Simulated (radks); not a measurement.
Results of a calculation; reference values are marked as such.
Xe, configuration [Xe].

Level of theory: scalar-relativistic Kohn-Sham, BLYP, spin-polarised, spherical densities, finite nucleus; Fermi nuclear charge, rms radius 4.7859 fm (a radial shooting solver on a logarithmic mesh with Libxc functionals).

Energy parts (eV):
total: -202662.698
kinetic: 213114.882
electron-nucleus: -490486.593
Hartree: 79804.361
exchange-correlation: -5095.348

Orbitals (lengths in bohr, moments of r in powers of bohr; <r^-3> diverges for s and p1/2; r(max) is where P^2 peaks):
orbital	occ.	eigenvalue (eV)	<r^2>	<r^4>	r(max)	<r^-3>
1s	2	-34375.24	0.0009638	2.434e-06	0.01716	-
2s	2	-5349.831	0.01549	0.0004121	0.09696	-
2p	6	-4800.927	0.01228	0.0002985	0.07779	6171
3s	2	-1093.866	0.1073	0.01749	0.2790	-
3p	6	-916.5886	0.1075	0.01834	0.2729	1191
3d	10	-653.5232	0.09330	0.01584	0.2259	164.0
4s	2	-197.1336	0.5801	0.4941	0.6609	-
4p	6	-140.9869	0.6664	0.6740	0.6931	238.5
4d	10	-59.1739	0.8992	1.372	0.7480	25.30
5s	2	-19.6062	3.913	23.73	1.620	-
5p	6	-8.0533	6.241	66.79	1.906	23.87

The highest occupied level is 5p at -8.053 eV. For comparison, the ionisation energy in NIST's Atomic Spectra Database is 12.130 eV (measured). In exact Kohn-Sham theory the highest level is minus the ionisation energy, but local and semilocal functionals leave it too shallow, through self-interaction and a potential that decays too fast; potentials with the right tail come closer. Summed over all electrons, <r^2> = 61.32 bohr^2, which gives a Langevin (diamagnetic) susceptibility term of -48.6 x 10^-6 cm^3/mol. The electron density at the nucleus is 2.808e+05 e/bohr^3 (large components only).
